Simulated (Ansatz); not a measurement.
Steps of a relaxation of CH2BFOS (`OC1(F)BS1`) with RKS PBE-D4/def2-SVP.

```sh
$ ansatz run in.yaml --threads 2 --pin off --events-out ev --progress --plain --max-ram 4352MiB
```

```yaml
crystal:
  periodic: [false, false, false]
  atoms:
    - {symbol: O, position_ang: [-0.575100, 0.119200, 1.304600]}
    - {symbol: C, position_ang: [0.134000, -0.161600, 0.165900]}
    - {symbol: F, position_ang: [0.648000, -1.429100, 0.130200]}
    - {symbol: B, position_ang: [-0.389100, 0.360800, -1.184200]}
    - {symbol: S, position_ang: [1.193800, 1.098400, -0.371800]}
    - {symbol: H, position_ang: [-0.025800, 0.030300, 2.068300]}
    - {symbol: H, position_ang: [-0.924700, -0.085900, -2.158600]}
basis:
  gaussian: {orbitals: def2-SVP}
hamiltonian: {xc: pbe, dispersion: d4}
relax: {f_tol: 0.03, max_steps: 200}
```

Positions (Å) and forces (eV/Å) along the path, 11 of 11 steps:

```xyz
7
step=1 energy=-17323.9153 eV
O    -0.575    0.119    1.305   -1.470   -0.464   -0.936
C     0.134   -0.162    0.166   -2.519   -0.864    0.806
F     0.648   -1.429    0.130    0.429   -0.623    0.414
B    -0.389    0.361   -1.184    2.492    0.071    1.198
S     1.194    1.098   -0.372    0.125    1.348   -2.577
H    -0.026    0.030    2.068    1.165   -0.142    1.390
H    -0.925   -0.086   -2.159   -0.221    0.674   -0.295
7
step=2 energy=-17324.4919 eV
O    -0.610    0.070    1.322   -0.134   -0.261   -0.356
C     0.117   -0.201    0.187   -1.567   -0.956    0.808
F     0.717   -1.447    0.238    0.135    0.018    0.208
B    -0.341    0.300   -1.195    1.250    0.129    0.265
S     1.165    1.091   -0.475   -0.134    0.659   -1.492
H    -0.024    0.057    2.100    0.256   -0.024    0.160
H    -0.962    0.064   -2.222    0.195    0.434    0.408
7
step=3 energy=-17324.7116 eV
O    -0.649    0.010    1.325    0.429    0.074   -0.245
C     0.075   -0.275    0.205   -0.339   -0.943    0.519
F     0.802   -1.459    0.366   -0.305    0.611   -0.100
B    -0.272    0.236   -1.206   -1.079   -0.397   -0.650
S     1.108    1.073   -0.613    1.246    0.927    0.201
H    -0.028    0.096    2.086   -0.167   -0.113   -0.158
H    -0.975    0.250   -2.209    0.215   -0.158    0.431
7
step=4 energy=-17324.7811 eV
O    -0.648    0.033    1.318    0.343    0.033   -0.211
C     0.067   -0.268    0.203   -0.165   -0.557    0.369
F     0.783   -1.445    0.362   -0.218    0.452   -0.051
B    -0.277    0.245   -1.206    0.100    0.135   -0.032
S     1.152    1.107   -0.623   -0.004    0.071   -0.123
H    -0.035    0.050    2.089   -0.116   -0.077   -0.098
H    -0.981    0.209   -2.189    0.059   -0.056    0.146
7
step=5 energy=-17324.7328 eV rejected
O    -0.581    0.138    1.286   -1.069   -0.018    1.129
C     0.029   -0.274    0.196    0.944    0.106   -0.383
F     0.796   -1.378    0.379   -0.237   -0.474    0.186
B    -0.255    0.271   -1.214    0.056   -0.086    0.100
S     1.187    1.107   -0.665    0.126    0.407   -0.558
H    -0.108   -0.093    2.117    0.185   -0.021   -0.336
H    -1.007    0.160   -2.144   -0.005    0.086   -0.139
7
step=6 energy=-17324.8091 eV
O    -0.631    0.073    1.309   -0.178    0.062   -0.149
C     0.058   -0.266    0.207   -0.052   -0.155   -0.065
F     0.769   -1.421    0.376   -0.021    0.095    0.045
B    -0.260    0.258   -1.204    0.114    0.075    0.073
S     1.173    1.131   -0.668   -0.015    0.009   -0.075
H    -0.062   -0.025    2.095    0.173   -0.072    0.197
H    -0.985    0.181   -2.161   -0.021   -0.014   -0.025
7
step=7 energy=-17324.8143 eV
O    -0.626    0.092    1.312   -0.089    0.033   -0.201
C     0.052   -0.261    0.207   -0.062   -0.086    0.117
F     0.766   -1.408    0.392   -0.013    0.064    0.008
B    -0.255    0.262   -1.204    0.070    0.058   -0.011
S     1.180    1.140   -0.696   -0.011   -0.005   -0.023
H    -0.070   -0.067    2.100    0.132   -0.052    0.130
H    -0.985    0.174   -2.157   -0.026   -0.011   -0.020
7
step=8 energy=-17324.8058 eV rejected
O    -0.622    0.112    1.305    0.376   -0.179    0.874
C     0.043   -0.259    0.208   -0.014    0.031   -0.126
F     0.757   -1.396    0.402    0.066   -0.087    0.034
B    -0.247    0.268   -1.208    0.053    0.029    0.034
S     1.187    1.151   -0.715   -0.001   -0.002   -0.046
H    -0.071   -0.107    2.113   -0.465    0.201   -0.734
H    -0.987    0.162   -2.152   -0.015    0.008   -0.037
7
step=9 energy=-17324.8158 eV
O    -0.627    0.096    1.313   -0.003    0.001   -0.012
C     0.036   -0.269    0.209    0.066   -0.007    0.054
F     0.759   -1.405    0.400   -0.024    0.041    0.000
B    -0.244    0.270   -1.203   -0.046    0.008   -0.088
S     1.187    1.155   -0.709   -0.038   -0.039   -0.009
H    -0.065   -0.082    2.097   -0.001   -0.020    0.017
H    -0.986    0.167   -2.152    0.046    0.017    0.039
7
step=10 energy=-17324.8165 eV
O    -0.623    0.104    1.315   -0.015    0.025    0.026
C     0.041   -0.260    0.210   -0.016   -0.011   -0.007
F     0.759   -1.397    0.404    0.033   -0.028   -0.004
B    -0.247    0.268   -1.206   -0.029   -0.003   -0.008
S     1.186    1.150   -0.716    0.028    0.015    0.006
H    -0.070   -0.098    2.101   -0.005    0.002   -0.018
H    -0.985    0.167   -2.155    0.004    0.000    0.005
7
step=11 energy=-17324.8165 eV
O    -0.625    0.105    1.314    0.011   -0.019    0.001
C     0.040   -0.262    0.210    0.007    0.014   -0.007
F     0.764   -1.396    0.405   -0.016   -0.012    0.011
B    -0.248    0.268   -1.205    0.005   -0.003   -0.010
S     1.187    1.147   -0.714   -0.001    0.015   -0.006
H    -0.070   -0.097    2.099   -0.004    0.005    0.011
H    -0.986    0.169   -2.154   -0.003    0.000    0.000
```

It took 20 s on 2 threads of an Arm Neoverse V1 on a shared host, with 0.17 GiB of host memory at the peak.
